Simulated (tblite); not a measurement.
Species: C7H11F.
SMILES with atom numbers: `[CH3:1][CH2:2][C:3]#[C:4][CH2:5][CH2:6][CH2:7][F:8]` (hydrogens: H9, H10, H11 on C1; H12, H13 on C2; H14, H15 on C5; H16, H17 on C6; H18, H19 on C7)

Structure optimised with GFN2-xTB, isolated species.

(1) Give the optimised bond lengths and angles.

Answers

(1) 
| bond | length (Å) |
| --- | --- |
| C1–C2 | 1.529 |
| C2–C3 | 1.451 |
| C3≡C4 | 1.199 |
| C4–C5 | 1.451 |
| C5–C6 | 1.534 |
| C6–C7 | 1.521 |
| C7–F8 | 1.376 |
| C1–H9, C1–H10, C1–H11 | 1.088 |
| C2–H12, C2–H13 | 1.094 |
| C5–H14, C5–H15 | 1.094 |
| C6–H16, C6–H17 | 1.092 |
| C7–H18, C7–H19 | 1.095 |

Bonds in one row agree within 0.01 Å and their mean is given. A selection of angles:
| angle | degrees |
| --- | --- |
| C2–C1–H9 | 110.4 |
| H9–C1–H10 | 108.6 |
| H9–C1–H11 | 108.4 |
| C1–C2–C3 | 111.1 |
| C1–C2–H12 | 109.8 |
| C3–C2–H12 | 109.0 |
| H12–C2–H13 | 108.1 |
| C2–C3–C4 | 178.8 |
| C3–C4–C5 | 178.9 |
| C4–C5–C6 | 111.4 |
| C4–C5–H14 | 109.3 |
| C6–C5–H14 | 109.3 |
| H14–C5–H15 | 108.3 |
| C5–C6–C7 | 111.6 |
| C5–C6–H16 | 109.9 |
| C7–C6–H16 | 108.3 |
| C7–C6–H17 | 108.9 |
| H16–C6–H17 | 108.7 |
| C6–C7–F8 | 110.3 |
| C6–C7–H18 | 111.7 |
| F8–C7–H18 | 106.4 |
| F8–C7–H19 | 106.8 |
| H18–C7–H19 | 110.2 |

Dihedral angles: C4–C5–C6–C7 66° (synclinal); C5–C6–C7–F8 70° (synclinal). The mirror-image conformer, all signs reversed, is as good.

The C–C distances run from 1.199 Å (C3≡C4, drawn triple) to 1.534 Å (C5–C6, drawn single), a spread of 0.335 Å. Of the pairs four or more bonds apart, C4···H19 is among the closest relative to their van der Waals radii: 2.65 Å, 91 % of the sum of Bondi's values.

Point group: C1 (no symmetry element, even within 0.4 Å). Its lowest GFN2-xTB frequency is 14i cm⁻¹, too small to tell a flat minimum from a shallow saddle. The numbers are those of one conformer.

These are computed values.
